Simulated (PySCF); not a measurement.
In(F)2(SH) (F2HInS), SMILES [F][In]([F])[SH]. The structure is a stationary point at B3LYP-D3(BJ)/def2-SVP. The def2 effective core potentials stand for the cores of In; spin–orbit coupling is left out. The values are those of a single conformer.

All values below come from B3LYP-D3(BJ)/def2-SVP (PySCF).

Harmonic wavenumbers (cm⁻¹): 83, 123, 132, 217, 353, 606, 625, 713, 2660. Rotational constants (GHz): 4.860, 2.259, 1.542; symmetry number 1.

Work out the zero-point energy and the ideal-gas rigid-rotor harmonic-oscillator thermochemistry at 298.15 K and 1 atm.

ZPE = ½ Σ hcν = ½ × 5511 cm⁻¹ = 32.97 kJ/mol. H − E(el) = 51.91 kJ/mol. Entropy in J/(mol K): translation 173.91, rotation 114.40, vibration 58.87, total 347.18. G − E(el) = -51.60 kJ/mol. Cp = 83.47 J/(mol K). Modes under 150 cm⁻¹ make the vibrational entropy uncertain.
